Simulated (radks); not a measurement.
Values are calculated unless marked as measured or tabulated.
Dispersion coefficients C6 (hartree bohr^6) between ground-configuration atoms and ions, from the Casimir-Polder integral (3/pi) of alpha_A(iw) alpha_B(iw). Level of theory: non-relativistic Kohn-Sham, LB94 model potential, spin-polarised, spherical densities, point nucleus; open shells are filled with parallel spins first (spin-orbit coupling, left out, can overturn this in heavy ions) (a radial shooting solver on a logarithmic mesh with Libxc functionals). Response by self-consistent Sternheimer equations with the Hartree and adiabatic LDA kernel. For heavy and open-shell atoms this level of theory can miss by tens of per cent.

C6       Pd    Pd+   Pd2+   Pd3+   Pd4+   Pd5+   Pd6+
Pd    139.0
Pd+   90.34  60.75
Pd2+  64.07  44.06  32.45
Pd3+  47.84  33.42  24.90  19.28
Pd4+  37.05  26.18  19.68  15.34  12.27
Pd5+  29.50  21.03  15.91  12.47  10.02  8.208
Pd6+  23.94  17.18  13.06  10.28  8.288  6.809  5.661

Static polarisabilities (bohr^3): Pd ([Kr] 4d10) 19.77, Pd+ ([Kr] 4d9) 10.07, Pd2+ ([Kr] 4d8) 6.203, Pd3+ ([Kr] 4d7) 4.222, Pd4+ ([Kr] 4d6) 3.065, Pd5+ ([Kr] 4d5) 2.330, Pd6+ ([Kr] 4d4) 1.827. The combination rule 2 Ca Cb / ((alpha_b/alpha_a) Ca + (alpha_a/alpha_b) Cb) gives 12.41 for Pd5+-Pd3+, against 12.47 from the integral.
